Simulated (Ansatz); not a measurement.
CH6GaOSb (`[CH3][Sb]([OH])[GaH2]`). Charge 0, multiplicity 1. Sb takes the def2 core potential. The geometry is a stationary point of PBE0-D4/def2-TZVP. It is one conformer, not always the lowest.

```xyz
10

C    -0.347   -1.486    0.582
Sb    1.176    0.050    0.810
O     0.075    1.342    1.834
Ga    0.639    1.012   -1.590
H    -0.014   -2.229   -0.145
H    -1.302   -1.068    0.264
H    -0.472   -1.967    1.552
H    -0.640    1.710    1.309
H     1.203    0.372   -2.915
H    -0.318    2.265   -1.700
```

(1) What is the dipole moment at B3LYP/def2-TZVPP? (Estimate.)

(2) And with PBE, r2SCAN, ωB97M-V? (Best estimate.)

(3) Give the Mulliken charges with B3LYP, PBE, ωB97M-V in def2-TZVPP. (An estimate is asked.)

Answers

(1) Computed: 1.76 D, with components (-0.24, -1.10, -1.36) D in this frame, pointing from negative to positive charge.

(2) The calculation gave: PBE 1.64 D, r2SCAN 1.76 D, ωB97M-V 1.87 D.

(3) Computed: 
```json
{"atom": "C1", "B3LYP": "-0.56", "PBE": "-0.54", "ωB97M-V": "-0.60"}
{"atom": "Sb2", "B3LYP": "0.55", "PBE": "0.47", "ωB97M-V": "0.47"}
{"atom": "O3", "B3LYP": "-0.54", "PBE": "-0.50", "ωB97M-V": "-0.52"}
{"atom": "Ga4", "B3LYP": "0.11", "PBE": "0.08", "ωB97M-V": "0.10"}
{"atom": "H5", "B3LYP": "0.13", "PBE": "0.13", "ωB97M-V": "0.15"}
{"atom": "H6", "B3LYP": "0.12", "PBE": "0.12", "ωB97M-V": "0.14"}
{"atom": "H7", "B3LYP": "0.14", "PBE": "0.14", "ωB97M-V": "0.16"}
{"atom": "H8", "B3LYP": "0.18", "PBE": "0.18", "ωB97M-V": "0.17"}
{"atom": "H9", "B3LYP": "-0.06", "PBE": "-0.04", "ωB97M-V": "-0.03"}
{"atom": "H10", "B3LYP": "-0.06", "PBE": "-0.04", "ωB97M-V": "-0.03"}
```

B3LYP here is the variant with VWN-RPA as its local correlation; programs differ in this.
